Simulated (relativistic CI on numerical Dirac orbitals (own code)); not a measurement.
**Si XI: sensitivity of the levels to the model**

Base calculation: Dirac-Coulomb-Breit CI, separate exchange-only KLI orbitals for each configuration, QED by a radiative potential, unscaled Slater integrals.

CI space (outside the closed core 1s2): 2s2, 2s 2p, 2p2, 2p 3s, 2p 3p, 2s 3s, 2s 3p, 2s 3d, 2s 4s, 2s 4p, 2s 4d, 2s 4f, 2s 5s, 2s 5p, 2s 5d, 2s 5f, 2s 5g, 3s2, 3s 3p, 3p2. Levels of other configurations are missing.

Variants: (1) valence Slater integrals scaled by 0.9; (2) Breit term removed; (3) only the first 3 configurations. Shifts of the energy above 2s2 1S_0, in cm⁻¹, for the lowest level and the first level of each name with at least 55 % of one term (blank where a level changes its place among those of its configuration and J or its character, or is not in the variant):

```csv
Level,Base,Δ(1),Δ(2),Δ(3)
2s2 1S_0,0,0,0,0
2s 2p 3P°_0,170965,-1798,-551,-34
2s 2p 3P°_1,173286,-1804,-244,-32
2s 2p 3P°_2,178415,-1790,+150,-28
2s 2p 1P°_1,342894,-18497,-95,+527
2p2 3P_0,446518,-3291,-683,+3
2p2 3P_1,449310,-3253,-499,0
2p2 3P_2,453765,-3281,+94,+23
2p2 1D_2,502198,-7901,-60,+3989
2p2 1S_0,622012,-22460,-519,+2102
2s 3s 3S_1,2208370,-3773,+463,
2s 3s 1S_0,2240228,-6692,+428,
2s 3p 1P°_1,2288395,-4243,+418,
2s 3p 3P°_0,2290571,-5490,+265,
```

At this charge energies of transitions that change n are usually good to better than 1 %, and those within a shell (Δn = 0) to a few per cent.

Ionisation energy from the two ground configurations alone: base 471.54 eV. The NIST ASD value (semi-empirical) is 476.273 eV.
